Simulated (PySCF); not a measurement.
SMILES [SiH]1[SiH2][SiH2][SiH2][SiH2]1 (H9Si5), doublet, B3LYP/def2-SVP optimised geometry.

```
14

Si     1.29    -0.63    -1.08
Si    -0.66    -1.66    -1.91
Si    -2.24     0.11    -1.90
Si    -1.64     1.39     0.00
Si     0.73     1.39     0.00
H      2.23    -1.52    -0.34
H     -1.12    -2.76    -1.01
H     -0.46    -2.24    -3.27
H     -2.05     0.94    -3.13
H     -3.65    -0.37    -1.86
H     -2.23     2.76     0.00
H     -2.11     0.67     1.22
H      1.24     2.56    -0.78
H      1.31     1.47     1.38
```

Density from unrestricted B3LYP/def2-TZVP (PySCF 2.14.0) at that geometry.

Minimum of the electron density along straight lines between bonded atoms, close to the bond critical point (lines longer than 1.1 times the sum of covalent radii, or with two minima, are not listed):

```json
[
 {"bond": "Si1–Si2", "length / Å": "2.357", "ρ at the minimum / e bohr⁻³": "0.089", "∇²ρ there / e bohr⁻⁵": "-0.14", "position (fraction from the first atom)": "0.52"},
 {"bond": "Si2–Si3", "length / Å": "2.370", "ρ at the minimum / e bohr⁻³": "0.090", "∇²ρ there / e bohr⁻⁵": "-0.14", "position (fraction from the first atom)": "0.50"},
 {"bond": "Si3–Si4", "length / Å": "2.367", "ρ at the minimum / e bohr⁻³": "0.090", "∇²ρ there / e bohr⁻⁵": "-0.15", "position (fraction from the first atom)": "0.50"},
 {"bond": "Si1–Si5", "length / Å": "2.358", "ρ at the minimum / e bohr⁻³": "0.088", "∇²ρ there / e bohr⁻⁵": "-0.14", "position (fraction from the first atom)": "0.52"},
 {"bond": "Si4–Si5", "length / Å": "2.373", "ρ at the minimum / e bohr⁻³": "0.089", "∇²ρ there / e bohr⁻⁵": "-0.14", "position (fraction from the first atom)": "0.50"},
 {"bond": "Si1–H6", "length / Å": "1.497", "ρ at the minimum / e bohr⁻³": "0.117", "∇²ρ there / e bohr⁻⁵": "0.14", "position (fraction from the first atom)": "0.49"},
 {"bond": "Si2–H7", "length / Å": "1.498", "ρ at the minimum / e bohr⁻³": "0.117", "∇²ρ there / e bohr⁻⁵": "0.14", "position (fraction from the first atom)": "0.49"},
 {"bond": "Si2–H8", "length / Å": "1.494", "ρ at the minimum / e bohr⁻³": "0.118", "∇²ρ there / e bohr⁻⁵": "0.14", "position (fraction from the first atom)": "0.49"},
 {"bond": "Si3–H9", "length / Å": "1.496", "ρ at the minimum / e bohr⁻³": "0.117", "∇²ρ there / e bohr⁻⁵": "0.15", "position (fraction from the first atom)": "0.49"},
 {"bond": "Si3–H10", "length / Å": "1.494", "ρ at the minimum / e bohr⁻³": "0.118", "∇²ρ there / e bohr⁻⁵": "0.15", "position (fraction from the first atom)": "0.49"},
 {"bond": "Si4–H11", "length / Å": "1.495", "ρ at the minimum / e bohr⁻³": "0.118", "∇²ρ there / e bohr⁻⁵": "0.14", "position (fraction from the first atom)": "0.49"},
 {"bond": "Si4–H12", "length / Å": "1.496", "ρ at the minimum / e bohr⁻³": "0.117", "∇²ρ there / e bohr⁻⁵": "0.15", "position (fraction from the first atom)": "0.49"},
 {"bond": "Si5–H13", "length / Å": "1.496", "ρ at the minimum / e bohr⁻³": "0.118", "∇²ρ there / e bohr⁻⁵": "0.14", "position (fraction from the first atom)": "0.49"},
 {"bond": "Si5–H14", "length / Å": "1.495", "ρ at the minimum / e bohr⁻³": "0.118", "∇²ρ there / e bohr⁻⁵": "0.14", "position (fraction from the first atom)": "0.49"}
]
```
